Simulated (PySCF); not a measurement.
Cl2Sr, charge -1, doublet, geometry from GFN2-xTB (such geometries of metal compounds can be far from the true shape) (a state made from the parent by changing its charge; the spin is typed, not shown lowest) (all electrons, no relativity) (in this run its highest filled SCF level lies above zero, so its values depend strongly on the basis, on diffuse functions most of all); TPSS/STO-3G in PySCF.

The PySCF input:
```python
from pyscf import gto, scf, dft

mol = gto.Mole()
mol.atom = '''
    Sr    0.21235741   -0.45476054    0.09368183
    Cl    1.49087452    0.96121824   -1.82342040
    Cl   -1.96555579    0.05530533    1.61401395
'''
mol.basis = 'sto-3g'
mol.charge = -1
mol.spin = 1
mol.verbose = 4
mol.build()

mf = dft.UKS(mol)
mf.xc = 'tpss'
mf.conv_tol = 1e-11
mf.kernel()
```

**Question.** What does PySCF print? Leave out banner, timings and long lists.

**Answer.** 
```
PySCF version 2.14.0

[INPUT] verbose = 4
[INPUT] num. atoms = 3
[INPUT] num. electrons = 73
[INPUT] charge = -1
[INPUT] spin (= nelec alpha-beta = 2S) = 1
[INPUT] symmetry False subgroup None
[INPUT] Mole.unit = angstrom
[INPUT] Symbol           X                Y                Z      unit          X                Y                Z       unit  Magmom
[INPUT]  1 Sr     0.212357410000  -0.454760540000   0.093681830000 AA    0.401297345422  -0.859372872859   0.177033001548 Bohr   0.0
[INPUT]  2 Cl     1.490874520000   0.961218240000  -1.823420400000 AA    2.817344528892   1.816439219536  -3.445765165945 Bohr   0.0
[INPUT]  3 Cl    -1.965555790000   0.055305330000   1.614013950000 AA   -3.714362125653   0.104511926929   3.050044326727 Bohr   0.0

nuclear repulsion = 283.634468979764
number of shells = 20
number of NR pGTOs = 120
number of NR cGTOs = 40
basis = sto-3g
ecp = {}

******** <class 'pyscf.dft.uks.UKS'> ********
method = UKS
initial guess = minao
damping factor = 0
level_shift factor = 0
DIIS = <class 'pyscf.scf.diis.CDIIS'>
diis_start_cycle = 1
diis_space = 8
diis_damp = 0
SCF conv_tol = 1e-11
SCF conv_tol_grad = None
SCF max_cycles = 50
direct_scf = True
direct_scf_tol = 1e-13
number electrons alpha = 37  beta = 36
XC library pyscf.dft.libxc version 7.1.2
    S. Lehtola, C. Steigemann, M. J. T. Oliveira, and M. A. L. Marques,  SoftwareX 7, 1–5 (2018)
XC functionals = tpss
    J. Tao, J. P. Perdew, V. N. Staroverov, and G. E. Scuseria,  Phys. Rev. Lett. 91, 146401 (2003)
    J. P. Perdew, J. Tao, V. N. Staroverov, and G. E. Scuseria,  J. Chem. Phys. 120, 6898 (2004)
    J. Tao, J. P. Perdew, V. N. Staroverov, and G. E. Scuseria,  Phys. Rev. Lett. 91, 146401 (2003)
    J. P. Perdew, J. Tao, V. N. Staroverov, and G. E. Scuseria,  J. Chem. Phys. 120, 6898 (2004)
radial grids:
    Treutler-Ahlrichs [JCP 102, 346 (1995); DOI:10.1063/1.469408] (M4) radial grids

becke partition: Becke, JCP 88, 2547 (1988); DOI:10.1063/1.454033
pruning grids: <function nwchem_prune>
grids dens level: 3
symmetrized grids: False
atomic radii adjust function: <function treutler_atomic_radii_adjust>
small_rho_cutoff = 0
Set gradient conv threshold to 3.16228e-06
tot grids = 59672
init E= -4005.53153823086

cycle= 1 E= -4010.88572923872  delta_E= -5.35  |g|= 0.176  |ddm|= 1.92
cycle= 2 E= -4010.91759155532  delta_E= -0.0319  |g|= 0.0951  |ddm|= 1.25
cycle= 3 E= -4010.93333768613  delta_E= -0.0157  |g|= 0.032  |ddm|= 0.563
cycle= 4 E= -4010.93454231383  delta_E= -0.0012  |g|= 0.00131  |ddm|= 0.116
cycle= 5 E= -4010.93454565057  delta_E= -3.34e-06  |g|= 8.68e-05  |ddm|= 0.0101
cycle= 6 E= -4010.93454566569  delta_E= -1.51e-08  |g|= 8.71e-06  |ddm|= 0.000587
cycle= 7 E= -4010.93454566586  delta_E= -1.64e-10  |g|= 7.09e-07  |ddm|= 5.91e-05
cycle= 8 E= -4010.93454566586  delta_E= -7.28e-12  |g|= 3.22e-08  |ddm|= 3.69e-06
Extra cycle  E= -4010.93454566585  delta_E= 1.18e-11  |g|= 1.4e-08  |ddm|= 1.48e-07
converged SCF energy = -4010.93454566585  <S^2> = 0.75063594  2S+1 = 2.0006358
```
